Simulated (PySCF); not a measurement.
AlCl₃ (SMILES [Cl][Al]([Cl])[Cl]), singlet, geometry from GFN2-xTB (such geometries of metal compounds can be far from the true shape). Base run: CAMB3LYP/6-31G* (PySCF).

Geometry (Å):
```xyz
4

Al     0.0001     0.0000    -0.0117
Cl     0.0117     2.0298    -0.0026
Cl     1.7519    -1.0250     0.0166
Cl    -1.7637    -1.0048    -0.0050
```
All else is at PySCF's defaults.
Base energy -1623.20233 Eh.

Variants of this job, named by their change:

```tsv
change	ΔE vs base (µEh)	grid points	electrons on the grid
base	0.0	75824	63.99999
grids.prune = dft.gen_grid.treutler_prune	0.1	73696	63.99999
grids.atom_grid = (99, 590)	-5.7	119248	64.00000
grids.radi_method = gauss_chebyshev	-1.4	73792	63.99999
grids.atom_grid = (30, 110)	1616	9696	64.00036
grids.atom_grid = (50, 194)	38.4	25304	64.00002
grids.level = 5	-2.7	172192	64.00000
grids.level = 7	-3.2	342056	64.00000
small_rho_cutoff = 0	0.0	75824	63.99999
grids.prune = dft.gen_grid.sg1_prune	49.3	25856	64.00010
grids.atom_grid = (75, 302)	-4.3	54600	64.00001
```
